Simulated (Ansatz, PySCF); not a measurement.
This PySCF input computes a PBE0/def2-TZVPD energy:

```python
from pyscf import gto, scf, dft

mol = gto.M(
    atom='''
    C    -0.00000000   -0.00000000   -1.36999048
    C    -0.00000000   -0.00000000   -0.00255813
    N     0.00000000    0.00000000    1.17647024
    ''',
    basis='def2-tzvpd',
    charge=0,
    spin=1,
    symmetry='C2v',
    verbose=4,
)

mf = dft.UKS(mol, xc='pbe0').density_fit(auxbasis='def2-universal-jkfit')
mf.grids.level = 3
mf.conv_tol = 1e-9
mf.max_cycle = 100
mf.max_memory = 1500
mf.kernel()
if not mf.converged:
    mf = mf.newton()
    mf.kernel(mf.make_rdm1())
mf.analyze()
```

Write an input for the same energy in Ansatz (an electronic-structure program) and say what it gives.


Ansatz 0.2 input:
```yaml
crystal:
  periodic: [false, false, false]
  atoms:
    - {symbol: C, position_ang: [-0.00000000, -0.00000000, -1.36999048]}
    - {symbol: C, position_ang: [-0.00000000, -0.00000000, -0.00255813]}
    - {symbol: N, position_ang: [0.00000000, 0.00000000, 1.17647024]}
basis:
  gaussian:
    orbitals: def2-TZVPD
hamiltonian:
  xc: {name: PBE0}
magnetization: {spin_polarized: true, initial_magnetization: 1}
output: {forces: true}
```
It gives -130.63486 Eh, and PySCF -130.63486 Eh, a difference of 0.00 mEh.

It need not be the lowest isomer of its formula.
